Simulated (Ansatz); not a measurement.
`C=C([SiH3])C[SiH3]` and `C=C([SiH3])SC` differ in one atom or group.

Ansatz, PBE0-D4/def2-TZVP geometries, multiplicity 1. Each molecule was computed in one conformer, which needn't be the lowest.

```
                                        property  `C=C([SiH3])C[SiH3]`
             HOMO energy (B3LYP/def2-TZVPP) / eV                 -7.15
size of the dipole moment (B3LYP/def2-TZVPP) / D                  0.78
           LUMO energy (ωB97M-V/def2-TZVPP) / eV                  1.58
             LUMO energy (B3LYP/def2-TZVPP) / eV                 -0.65
           HOMO energy (ωB97M-V/def2-TZVPP) / eV                 -9.54
         HOMO–LUMO gap (ωB97M-V/def2-TZVPP) / eV                 11.12
```

**Question.** What does the change do to each property? (An estimate is asked.)

**Answer.** Ansatz gave: 
| property | `C=C([SiH3])SC` | shift |
| --- | --- | --- |
| HOMO energy (B3LYP/def2-TZVPP) / eV | -6.05 | 1.10 |
| size of the dipole moment (B3LYP/def2-TZVPP) / D | 0.97 | 0.19 |
| LUMO energy (ωB97M-V/def2-TZVPP) / eV | 1.53 | -0.05 |
| LUMO energy (B3LYP/def2-TZVPP) / eV | -0.72 | -0.07 |
| HOMO energy (ωB97M-V/def2-TZVPP) / eV | -8.37 | 1.17 |
| HOMO–LUMO gap (ωB97M-V/def2-TZVPP) / eV | 9.90 | -1.22 |

With PBE0 the HOMO rises by 1.11 eV and the LUMO falls by 0.07 eV, so the gap narrows by about 1.18 eV. PBE moves the HOMO by 1.11 eV and ωB97M-V by 1.17 eV. Dipoles are sizes alone; their direction can turn.

B3LYP here is the variant with VWN-RPA as its local correlation; programs differ in this.
